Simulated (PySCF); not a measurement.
Zr³⁺ (zirconium, charge +3) across methods

[Kr] 4d1, 2D determinant. All numbers are calculated (PySCF 2.14, scalar relativity by spin-free X2C-1e, in dyall-v2z).

| method | E (hartree) | mean ε 4p α (eV) | mean ε 4p β (eV) | mean ε 4d α (eV) | Σ⟨r²⟩ (bohr²) | ⟨S²⟩ |
| --- | --- | --- | --- | --- | --- | --- |
| PBE | -3596.30 | -59.459 | -58.770 | -28.897 | 24.23 | 0.750 |
| PBE0 | -3596.38 | -61.925 | -61.015 | -30.368 | 24.19 | 0.751 |
| UHF | -3594.75155 | -68.049 | -66.384 | -33.908 | 24.28 | 0.752 |
| r2SCAN | -3596.69 | -60.286 | -59.503 | -29.123 | 24.17 | 0.751 |
| revPBE | -3596.51 | -59.426 | -58.738 | -28.904 | 24.21 | 0.751 |
| TPSS | -3596.56 | -59.721 | -58.997 | -28.980 | 24.19 | 0.751 |
| wB97X-V | -3596.46 | -64.426 | -63.611 | -32.691 | 24.19 | 0.751 |

(1) Estimate the same row for LDA.

## Answers

(1) E (hartree) = -3592.23; mean ε 4p α (eV) = -59.598; mean ε 4p β (eV) = -58.964; mean ε 4d α (eV) = -28.775; Σ⟨r²⟩ (bohr²) = 24.24; ⟨S²⟩ = 0.750.
